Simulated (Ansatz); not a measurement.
Isolated molecules relaxed with PBE0-D4/def2-TZVP in Ansatz; ΔE leaves out vibrations. CCSD(T)/CBS is the MP2 limit (def2-TZVPP, def2-QZVPP) plus CCSD(T) − MP2 in def2-TZVPP, frozen cores. This one scheme is used for every species. Functionals use def2-TZVPP. B3LYP here is the variant with VWN-RPA as its local correlation; programs differ in this. Each species was taken in one conformer, which may not be the lowest.

Consider the formal exchange of groups at the Si–B bond: `OB[Si](F)([SiH3])Cl` + SiH₄ → `F[Si]([SiH3])([SiH3])Cl` + `BO`.

```json
{"level": "PBE-D4", "ΔE (kJ/mol)": "-20.4", "difference from CCSD(T)/CBS": "-2.7"}
{"level": "r2SCAN-D4", "ΔE (kJ/mol)": "-18.9", "difference from CCSD(T)/CBS": "-1.2"}
{"level": "PBE0-D4", "ΔE (kJ/mol)": "-20.4", "difference from CCSD(T)/CBS": "-2.7"}
{"level": "B3LYP-D4", "ΔE (kJ/mol)": "-17.4", "difference from CCSD(T)/CBS": "0.3"}
{"level": "ωB97X-V", "ΔE (kJ/mol)": "-16.0", "difference from CCSD(T)/CBS": "1.7"}
{"level": "ωB97M-V", "ΔE (kJ/mol)": "-15.6", "difference from CCSD(T)/CBS": "2.1"}
{"level": "B2PLYP", "ΔE (kJ/mol)": "-15.7", "difference from CCSD(T)/CBS": "2.0"}
{"level": "PBE", "ΔE (kJ/mol)": "-19.3", "difference from CCSD(T)/CBS": "-1.6"}
{"level": "r2SCAN", "ΔE (kJ/mol)": "-18.7", "difference from CCSD(T)/CBS": "-1.0"}
{"level": "PBE0", "ΔE (kJ/mol)": "-19.3", "difference from CCSD(T)/CBS": "-1.6"}
{"level": "B3LYP", "ΔE (kJ/mol)": "-15.3", "difference from CCSD(T)/CBS": "2.4"}
{"level": "HF/def2-TZVPP", "ΔE (kJ/mol)": "-12.6", "difference from CCSD(T)/CBS": "5.1"}
{"level": "MP2/def2-TZVPP", "ΔE (kJ/mol)": "-16.3", "difference from CCSD(T)/CBS": "1.4"}
{"level": "SCS-MP2/def2-TZVPP", "ΔE (kJ/mol)": "-14.2", "difference from CCSD(T)/CBS": "3.5"}
{"level": "CCSD/def2-TZVPP", "ΔE (kJ/mol)": "-14.3", "difference from CCSD(T)/CBS": "3.4"}
{"level": "CCSD(T)/def2-TZVPP", "ΔE (kJ/mol)": "-14.9", "difference from CCSD(T)/CBS": "2.8"}
{"level": "HF/def2-QZVPP", "ΔE (kJ/mol)": "-13.0", "difference from CCSD(T)/CBS": "4.7"}
{"level": "MP2/def2-QZVPP", "ΔE (kJ/mol)": "-18.1", "difference from CCSD(T)/CBS": "-0.4"}
{"level": "SCS-MP2/def2-QZVPP", "ΔE (kJ/mol)": "-15.9", "difference from CCSD(T)/CBS": "1.8"}
{"level": "HF/CBS(def2)", "ΔE (kJ/mol)": "-13.1", "difference from CCSD(T)/CBS": "4.6"}
{"level": "MP2/CBS(def2)", "ΔE (kJ/mol)": "-19.2", "difference from CCSD(T)/CBS": "-1.5"}
{"level": "CCSD/CBS(def2)", "ΔE (kJ/mol)": "-17.2", "difference from CCSD(T)/CBS": "0.5"}
{"level": "CCSD(T)/CBS", "ΔE (kJ/mol)": "-17.7", "difference from CCSD(T)/CBS": "0"}
```

Largest T1 diagnostic among the species: 0.014.
